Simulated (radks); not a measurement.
Question: These are the eigenvalues of the occupied orbitals of an atom or ion with whole-number occupations (Ry). Method: scalar-relativistic Kohn-Sham, PBE, spin-polarised, spherical densities, point nucleus; computed with a radial shooting solver on a logarithmic mesh with Libxc functionals.

orbital  eigenvalue
1s up     -5596.630
1s down   -5596.629
2s up     -979.4673
2s down   -979.4534
2p up     -850.8576
2p down   -850.8463
3s up     -229.4979
3s down   -229.4925
3p up     -191.8997
3p down   -191.8937
3d up     -150.5548
3d down   -150.5448
4s up     -49.38395
4s down   -49.37004
4p up     -37.05510
4p down   -37.04198
4d up     -21.92498
4d down   -21.90963
5s up      -7.78450
5s down    -7.68068
4f up      -5.11325
4f down    -5.08900
5p up      -4.61893
5p down    -4.48522
5d up      -1.12801
6s up      -0.98768
5d down    -0.95713
7f up      -0.02360

Which element is it, and in what charge state? The configuration may be excited. Open shells, if any, are filled with parallel spins first.

Answer: Z = 77, iridium, charge 0: Ir in [Xe] 4f14 5d7 6s1 7f1. The list shows which subshells hold electrons but not how many an open one holds; the 1s level, -2798.3 hartree, gives Z - s = 74.8 by -(Z - s)^2/2, which with screening and relativity narrows Z to a few neighbours, and the depths of the outer levels then fix element, charge and occupations together.
